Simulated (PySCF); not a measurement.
## Working out the ionisation energy of Ga

Ga [Ar] 3d10 4s2 4p1 (2P) → Ga⁺ [Ar] 3d10 4s2 (1S). All numbers are calculated (PySCF 2.14, the non-relativistic Hamiltonian (point nucleus), in def2-SVP (5s4p3d, 32 functions)). Frozen: [Ar] 3d10. Energies in hartree (1 hartree = 27.21139 eV):

```
            part    Ga (lower)   Ga⁺ (upper)
             UHF  -1922.974135  -1922.770190
CCSD correlation     -0.043397     -0.036461
             (T)     -0.000538      0.000000
```

Task: What does Hartree-Fock give?

Result: (-1922.770190) − (-1922.974135) = 0.203945 hartree = 5.550 eV.

Task: What do CCSD and CCSD(T) give?

Result: The CCSD correlation energies differ by 0.006936 hartree = 0.189 eV and the triples by 0.000538 hartree = 0.015 eV, so CCSD gives 5.739 eV and CCSD(T) 5.754 eV.

Measured between the centres of the two terms (NIST): 5.931 eV, so CCSD(T) (valence) is off by -0.177 eV.

The calculation is non-relativistic.

A double-zeta basis recovers only part of the correlation energy.

What remains against the reference includes basis incompleteness, the frozen core and higher excitations.
